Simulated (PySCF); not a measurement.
## Nb²⁴⁺: fine-structure interval

Nb²⁴⁺ [Ne] 3s2 3p5 [3p1/2^2 3p3/2^3, M_J = 3/2] → Nb²⁴⁺ [Ne] 3s2 3p5 [3p1/2^1 3p3/2^4, M_J = 1/2], as a difference of total energies. Calculation: PySCF 2.14, in an even-tempered Gaussian basis (19 s from 3.2 bohr⁻², ratio 2.4; 14 p from 4.2 bohr⁻², ratio 2.4; 5 d from 18 bohr⁻², ratio 2.6; 4 f from 27 bohr⁻², ratio 2.6); the two-component X2C-1e Hamiltonian. Correlated levels: 1s2 frozen; the 56 highest virtual spinors dropped. "Screened" scales the spin-orbit matrix elements by Boettger's factors to mimic the two-electron term; Breit and QED terms are absent.

```tsv
method	fine-structure interval (cm⁻¹)
GHF (screened spin-orbit)	170600
GMP2 (screened spin-orbit)	171920
GHF (bare spin-orbit)	179650
```
